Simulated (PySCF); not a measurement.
How methods differ on the ionisation energy of Hg⁵⁵⁺

Hg⁵⁵⁺ [Ar] 3d7 [3d3/2^4 3d5/2^3, M_J = 9/2] → Hg⁵⁶⁺ [Ar] 3d6 [3d3/2^4 3d5/2^2, M_J = 4], as a difference of total energies. Computed with PySCF 2.14 in an uncontracted even-tempered set (15 s from 16 bohr⁻², ratio 2.8; 13 p from 21 bohr⁻², ratio 2.8; 8 d from 21 bohr⁻², ratio 2.8; 3 f from 72 bohr⁻², ratio 3), with the two-component X2C-1e Hamiltonian. Correlated levels: [Ne] frozen; the 78 highest virtual spinors dropped. "Screened" scales the spin-orbit matrix elements by Boettger's factors to mimic the two-electron term; Breit and QED terms are absent.

```tsv
method	ionisation energy (eV)
GHF (spin-free)	5521.1
GMP2 (spin-free)	5522.1
GHF (screened spin-orbit)	5491.7
GMP2 (screened spin-orbit)	5491.9
```

Breit and QED terms and the two-electron picture change are absent.

The spin-free rows relax to the high-spin LS determinant and lack the spin-orbit shift.

The labels give the starting determinants; with spin-orbit coupling the two ends relaxed to ⟨J²⟩ = 24.75, ⟨L²⟩ = 16.23, ⟨S²⟩ = 2.51 and ⟨J²⟩ = 20.00, ⟨L²⟩ = 13.29, ⟨S²⟩ = 2.81.

For comparison: 5490 ± 5 eV (theoretical estimate listed by NIST; NIST Atomic Spectra Database, ionization energies).
